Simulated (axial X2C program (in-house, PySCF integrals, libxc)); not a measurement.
Outer orbitals of ZrBr⁺ at 2.378 Å, HF

Computed with an axial X2C code built on PySCF integrals. Spin-free means the one-electron spin-free X2C Hamiltonian; two-component (2c) means X2C with spin–orbit coupling and atomic mean-field two-electron Coulomb and Gaunt terms, so the difference of the two also holds small scalar two-electron terms. Basis: Zr dyall-cv3z [11s12p9d6f3g], Br dyall-cv3z [8s9p6d4f1g] (cores contracted in-house); Gaussian nuclei, density fitting, unrestricted open shells. Masses: Zr 89.905 u, Br 78.918 u.

The distance is close to the 2c PBE0 minimum; the highest filled and lowest empty levels are listed.

Spin-free orbitals, state M_S = 1, Λ = 2 (beyond evenly filled blocks: σα, δ+α) (Löwdin shares):

```csv
symmetry,occupied,ε (eV),atomic character
σβ,yes,-32.39,"70% Br s, 9% Zr d, 9% Zr p"
σα,yes,-32.12,"70% Br s, 10% Zr d, 9% Zr p"
σα,yes,-17.60,"66% Br p, 24% Zr d, 3% Br s"
σβ,yes,-17.39,"77% Br p, 11% Zr d, 4% Zr s"
π-β,yes,-16.37,"76% Br p, 11% Zr d, 6% Zr f"
π+β,yes,-16.37,"76% Br p, 11% Zr d, 6% Zr f"
π+α,yes,-16.24,"73% Br p, 14% Zr d, 6% Zr f"
π-α,yes,-16.24,"74% Br p, 13% Zr d, 6% Zr f"
δ+α,yes,-15.42,100% Zr d
σα,yes,-13.63,"46% Zr s, 42% Zr d, 11% Br p"
σβ,no,-5.21,"72% Zr s, 26% Zr p"
σα,no,-5.14,"44% Zr p, 32% Zr s, 18% Zr d"
π+α,no,-4.60,"55% Zr d, 42% Zr p"
δ-α,no,-4.28,99% Zr d
π-α,no,-4.26,"51% Zr d, 46% Zr p"
```

Spinors with spin–orbit coupling (state Ω = 1):

| ω | occupied | ε (eV) | atomic character | λ mixture |
| --- | --- | --- | --- | --- |
| 1/2 | yes | -32.38 | 70% Br s, 9% Zr d, 9% Zr p | 100% σ |
| -1/2 | yes | -32.12 | 70% Br s, 10% Zr d, 9% Zr p | 100% σ |
| -1/2 | yes | -17.63 | 67% Br p, 23% Zr d, 2% Zr p | 96% σ, 4% π |
| 1/2 | yes | -17.44 | 77% Br p, 11% Zr d, 4% Zr s | 95% σ, 5% π |
| -1/2 | yes | -16.51 | 75% Br p, 12% Zr d, 6% Zr f | 96% π, 4% σ |
| 1/2 | yes | -16.37 | 73% Br p, 13% Zr d, 5% Zr f | 95% π, 5% σ |
| 3/2 | yes | -16.19 | 74% Br p, 13% Zr d, 6% Zr f | 98% π, 2% δ |
| -3/2 | yes | -16.06 | 73% Br p, 13% Zr d, 6% Zr f | 100% π |
| 3/2 | yes | -15.46 | 98% Zr d | 98% δ, 2% π |
| -1/2 | yes | -13.62 | 46% Zr s, 42% Zr d, 11% Br p | 99% σ, 1% π |
| 1/2 | no | -5.21 | 71% Zr s, 27% Zr p | 99% σ, 1% π |
| -1/2 | no | -5.14 | 44% Zr p, 32% Zr s, 18% Zr d | 100% σ |
| 1/2 | no | -4.60 | 54% Zr d, 42% Zr p | 99% π, 1% σ |
| -5/2 | no | -4.25 | 99% Zr d | 100% δ |

Mulliken charges and populations of the two-component result (they depend on the basis, above all on diffuse functions):

Zr 1.06 e (s 8.59 p 18.13 d 12.12 f 0.08 g 0.02), Br -0.06 e (s 7.94 p 17.08 d 10.03). ⟨Lz⟩ = 1.99 ħ and ⟨Sz⟩ = -0.99 ħ (-1.05 and 0.05 on the two atoms), which add up to Ω.

One determinant describes the state; a PBE0 search over occupations chose it and may have missed a lower one. Other states lie close and PBE0, whose exact exchange favours high spin, may order them wrongly; the determinant shown need not be the ground state. The nearest other spin-free determinant of the search, M_S = 1, Λ = 0, lies 0.27 eV up at the distance of the search. With several unpaired electrons one determinant need not be a pure state.
